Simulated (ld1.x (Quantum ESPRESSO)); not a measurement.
# Cutoff test, boron (B), ultrasoft

ld1.x (Quantum ESPRESSO) 7.5 input, shortened:

```
&input
   title='B', zed=5., rel=1, dft='PZ', iswitch=3,
   config='[He] 2s1 2p0 3d-2'
 /
 &inputp
   pseudotype=3, tm=.true., lloc=-2, rcloc=0.90,
   nlcc=.false.,
   which_augfun='PSQ', rmatch_augfun_nc=.true.
 /
5
2S  1  0   1.00   0.00  0.80  1.05  0.0
2S  1  0   0.00  -1.70  0.80  1.05  0.0
2P  2  1   0.00   0.00  1.65  1.80  0.0
2P  2  1   0.00  -1.20  1.65  1.80  0.0
3D  3  2  -2.00  -0.10  1.40  1.55  0.0
 &test
   configts(1)='2s1 2p0'
 /
```

The pseudo-atom Hamiltonian at the reference potential is diagonalised in spherical Bessel functions j_l(qr) that vanish at 20 bohr, with q² up to the cutoff. All-electron valence levels (Ry): 2s -2.3035, 2p -1.8755.

Question: How do the lowest levels (Ry) of each channel move with the cutoff, and are there ghosts?

Answer:

```tsv
cutoff (Ry)	s #1	p #1	d #1	d #2	f #1	f #2	Σ f·Δε (mRy)
8	-2.2639	-1.2026	-0.5898	-0.2912	-0.2654	-0.1492	39.6
10	-2.2710	-1.2397	-0.5918	-0.2920	-0.2654	-0.1493	32.6
15	-2.2858	-1.8252	-0.5938	-0.2928	-0.2655	-0.1493	17.7
18	-2.2938	-1.8661	-0.5944	-0.2930	-0.2655	-0.1493	9.8
25	-2.2997	-1.8753	-0.5949	-0.2932	-0.2655	-0.1493	3.8
30	-2.3018	-1.8754	-0.5950	-0.2933	-0.2655	-0.1493	1.7
40	-2.3032	-1.8755	-0.5951	-0.2933	-0.2655	-0.1493	0.3
45	-2.3033	-1.8755	-0.5951	-0.2933	-0.2655	-0.1493	0.2
400	-2.3035	-1.8755	-0.5951	-0.2933	-0.2655	-0.1493	0.0
```

Result: no extra level below or beside the all-electron valence levels (s, p, d, f tested); 10 mRy is reached at 18 Ry and 1 mRy at 35 Ry.

4 of 9 tests not solved or not reliable.
